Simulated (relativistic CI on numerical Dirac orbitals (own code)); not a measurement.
**Ni⁴⁺ in a cubic cluster: 3p photoemission with charge transfer**

Computed with a charge-transfer multiplet model of a cubic metal-ligand cluster with up to 3 ligand holes, Slater and spin-orbit integrals from Dirac-Coulomb-Breit ions, Slater integrals scaled by 0.8. The ground state mixes d6 with configurations of k ligand holes L, whose averages lie at kΔ + k(k − 1)U_dd/2; a core hole lowers each added d electron by U_cd. 20 K, Lorentzian 0.9 eV and Gaussian 0.8 eV FWHM.

Atomic integrals in eV (Slater integrals scaled, ζ unscaled), ground: F2dd 11.354, F4dd 7.124, zeta_d 0.099; with the core hole: F2dd 12.080, F4dd 7.613, zeta_d 0.106, zeta_core 1.544, F2cd 12.424, G1cd 15.174, G3cd 9.382.

Cluster parameters (eV): Δ = -2, U_cd = 9.9, 10Dq = 1.75, 10Dq(ligand) = 0.9, V(eg) = 1.7, V(t2g) = -0.86, final-state hopping factor = 1.

| Case | n_d | d6 | d7L | d8L2 | d9L3 | S |
| --- | --- | --- | --- | --- | --- | --- |
| U_dd = 6.2 eV | 7.00 | 0.20 | 0.61 | 0.18 | 0.01 | 0.07 |
| U_dd = 7.6 eV | 6.92 | 0.22 | 0.64 | 0.13 | 0.00 | 0.09 |
| U_dd = 9.7 eV | 6.84 | 0.25 | 0.66 | 0.09 | 0.00 | 0.11 |

Weights, n_d and S are thermal averages at 20 K. Binding energies count from the first peak over 30 % of the highest in each spectrum, which can be another peak from case to case. The parameters are a model scan and need not match a compound or its usual spin state. Peaks in eV (height, largest 100):
- U_dd = 6.2 eV: 0.0 (100), 8.6 (81), 13.2 (39), 14.4 (39), 18.1 (34), 23.3 (20), 28.3 (17)
- U_dd = 7.6 eV: 0.0 (100), 8.0 (77), 13.4 (36), 15.3 (37), 18.6 (36), 21.8 (18), 24.1 (18), 27.3 (15)
- U_dd = 9.7 eV: 0.0 (100), 7.0 (67), 11.6 (35), 13.7 (32), 17.2 (30), 20.1 (22), 25.0 (15)

For the case U_dd = 7.6 eV, Δ = -2 eV is smaller than U_dd = 7.6 eV, the charge-transfer side of the Zaanen-Sawatzky-Allen scheme (negative Δ: between configuration averages a ligand hole costs less than the nominal valence; multiplet and field energies can change this for the lowest states). With the core hole the average of the configuration with one ligand hole lies at Δ − U_cd = -11.9 eV before mixing: it lies below the unscreened one, so the lowest final states are mostly screened and the unscreened weight appears at higher binding energy as a satellite.
